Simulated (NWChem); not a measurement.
Species: CH$_{4}$BFS; SMILES CSBF

```xyz
8

B      0.5136    -0.9375     0.0000
F      0.0035    -2.1589     0.0000
H      1.7140    -0.7928     0.0000
S     -0.6099     0.4522     0.0000
C      0.5299     1.8665     0.0000
H      0.3467     2.4767     0.8944
H      0.3467     2.4767    -0.8944
H      1.5726     1.5229     0.0000
```
Atoms are numbered in this order, from 1.

All runs: NWChem. Coordinates come from a PBE0/def2-SVP optimisation. Level M06-2X/def2-SVP: energy and gradient on several grids; changes count from the extra-fine grid, which is no exact limit either.

```json
[
 {"grid": "xcoarse", "size of the energy change (μHa)": "4000", "largest change of a gradient component (μHa/bohr)": "3000", "time, medium = 1 (rough)": "about 1"},
 {"grid": "coarse", "size of the energy change (μHa)": "300", "largest change of a gradient component (μHa/bohr)": "400", "time, medium = 1 (rough)": "about 1"},
 {"grid": "medium", "size of the energy change (μHa)": "90", "largest change of a gradient component (μHa/bohr)": "200", "time, medium = 1 (rough)": "about 1"},
 {"grid": "fine", "size of the energy change (μHa)": "< 10", "largest change of a gradient component (μHa/bohr)": "60", "time, medium = 1 (rough)": "about 1"},
 {"grid": "xfine", "size of the energy change (μHa)": "< 10", "largest change of a gradient component (μHa/bohr)": "< 30", "time, medium = 1 (rough)": "2"}
]
```
